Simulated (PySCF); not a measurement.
## TaC: frontier orbitals

PBE at R = 1.766 Å; PySCF, scalar-relativistic core potentials, basis sets Ta def2-TZVPP with ECP60, C def2-TZVPP. State: ⁴Δ (quartet), unpaired electrons σ ↑↑, δ ↑. Only the outer orbitals are listed, counted within each symmetry, core potentials removing the inner ones.

```tsv
spin	orbital	occ.	ε (eV)	on Ta (%)	main shells (%)
α	4σ	1	-12.46	27	73 C s, 13 Ta d, 10 Ta s
α	5σ	1	-6.11	35	52 C p, 27 Ta d, 12 C s
α	2π	1	-5.61	54	53 Ta d, 46 C p
α	2π	1	-5.61	54	53 Ta d, 46 C p
α	6σ	1	-5.21	100	75 Ta s, 21 Ta d
α	1δ	1	-4.11	100	100 Ta d
α	1δ	0	-3.43	100	100 Ta d
α	3π	0	-2.14	83	62 Ta p, 20 Ta d, 16 C p
α	3π	0	-2.14	83	62 Ta p, 20 Ta d, 16 C p
β	4σ	1	-11.65	27	72 C s, 12 Ta d, 10 Ta s
β	2π	1	-5.15	47	52 C p, 45 Ta d
β	2π	1	-5.15	47	52 C p, 45 Ta d
β	5σ	0	-4.09	42	45 C p, 22 Ta d, 13 C s
β	6σ	0	-3.51	100	74 Ta s, 24 Ta d
β	1δ	0	-2.37	100	100 Ta d
```

Question: Which are the highest filled and the lowest empty level, where do they sit, and how wide is the gap?

Answer: Highest filled α 1δ at -4.11 eV (in %: 100 Ta d); lowest empty β 5σ at -4.09 eV (in %: 45 C p, 22 Ta d, 13 C s); the gap at PBE is 0.02 eV.

The bond order (Mayer) is 3.00. The ⟨S²⟩ is 3.767, the charge on Ta (Mulliken, basis-dependent) is 0.18 and the charge on Ta (Löwdin, basis-dependent) is 0.20. The dipole moment (positive dipole means Ta(−)C(+)) is -3.79 D. The polarisability along the bond is 74.9 bohr³. The polarisability across the bond is 71.5 bohr³.

Spin–orbit coupling is left out. With d or f electrons several states lie close, and the lowest PBE0 determinant need not be the measured ground state.
